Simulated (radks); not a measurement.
Q: Species: Li III. Configuration: 2s1 (not the ground configuration). Method: non-relativistic Kohn-Sham, PBEsol, spin-polarised, spherical densities, point nucleus; open shells are filled with parallel spins first; computed with a radial shooting solver on a logarithmic mesh with Libxc functionals. Some entries of the table are withheld. Estimate them.

orbital  occ.  eigenvalue (eV)  <r> (bohr)
1s up       0              (1)         (2)
2s up       1              (3)       1.969
2p up       0         -25.5455       1.717

A: 
(1) 1s up eigenvalue (eV): -120.1207
(2) 1s up <r> (bohr): 0.4822
(3) 2s up eigenvalue (eV): -26.7230
